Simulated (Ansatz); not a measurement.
Total energies of CH4O3Si (`O[Si]1(O)CO1`).

Z-matrix (Å, degrees):
```
Si
O 1 1.619
C 1 1.792 2 125.8
O 1 1.619 2 103.9 3 -157.5
O 1 1.634 2 120.6 3 63.6
H 2 0.958 1 116.8 3 -28.9
H 3 1.089 1 123.5 2 7.4
H 3 1.089 1 123.5 2 -159.9
H 4 0.958 1 116.7 2 -172.8
```

Charge 0, multiplicity 1. All single points use the PBE0-D4/def2-TZVP geometry. It is one conformer, not always the lowest. Basis def2-TZVPP, the Gaussian-basis code of Ansatz.

RPA on PBE orbitals: Hartree–Fock energy of these orbitals -553.88205 Eh, correlation -1.53500 Eh (frozen core).

```tsv
functional	energy without D4 (Eh)	D4 term (kJ/mol)
PBE	-555.46129	-17.2
r2SCAN	-555.74506	-4.1
B97M-V	-555.75946	–
B3LYP	-555.92019	-27.8
r2SCANh	-555.72690	-4.3
HSE06 (plane-wave form)	-555.47177	-13.3
BHLYP	-555.76554	-20.6
CAM-B3LYP	-555.81779	-14.4
LC-ωPBE	-555.65170	–
ωB97M-V	-555.80378	–
```

(1) Give the same for LDA (SPW92), revPBE, BLYP, PBE0, r2SCAN0, ωB97X-V, B2PLYP, PBE-QIDH. (Best estimate.)

B3LYP takes the VWN-RPA correlation (the form of Gaussian; ORCA's B3LYP/G). HSE06 is the plane-wave form, built on full-range PBE exchange. The double hybrids freeze the cores in their second-order part.

Results:

(1) The calculation gave: 
```json
{"functional": "LDA (SPW92)", "energy without D4 (Eh)": "-552.77227", "D4 term (kJ/mol)": "–"}
{"functional": "revPBE", "energy without D4 (Eh)": "-555.74777", "D4 term (kJ/mol)": "-54.8"}
{"functional": "BLYP", "energy without D4 (Eh)": "-555.84512", "D4 term (kJ/mol)": "-38.5"}
{"functional": "PBE0", "energy without D4 (Eh)": "-555.49020", "D4 term (kJ/mol)": "-14.4"}
{"functional": "r2SCAN0", "energy without D4 (Eh)": "-555.70087", "D4 term (kJ/mol)": "-4.8"}
{"functional": "ωB97X-V", "energy without D4 (Eh)": "-555.76518", "D4 term (kJ/mol)": "–"}
{"functional": "B2PLYP", "energy without D4 (Eh)": "-555.60575", "D4 term (kJ/mol)": "–"}
{"functional": "PBE-QIDH", "energy without D4 (Eh)": "-555.37305", "D4 term (kJ/mol)": "–"}
```

LC-ωPBE has ω = 0.4 bohr⁻¹.
